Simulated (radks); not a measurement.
The numbers below are computed, except where a source is named.
Question: Species: As3+. Configuration: [Ar] 3d10 4s1 6d1 (not the ground configuration). Level of theory: Dirac Kohn-Sham, PBE, spin-unpolarised, spherical densities, point nucleus; open shells are shared between the two j in proportion to 2j + 1 (a radial shooting solver on a logarithmic mesh with Libxc functionals).

Spin-orbit splittings of the eigenvalues, e(l+1/2) - e(l-1/2), with zeta = 2 splitting/(2l+1) and mean radii in bohr:

shell  occ.  splitting (eV)  zeta (eV)  <r> j=l-1/2  <r> j=l+1/2
2p        6           36.58      24.39       0.1746       0.1783
3p        6           5.034      3.356       0.6089       0.6193
3d       10               ?          ?       0.6646       0.6689
6d        1         0.01065   0.004262        8.753        8.760

Estimate the 3d splitting.

Answer: 0.7398 eV (zeta = 0.2959 eV).
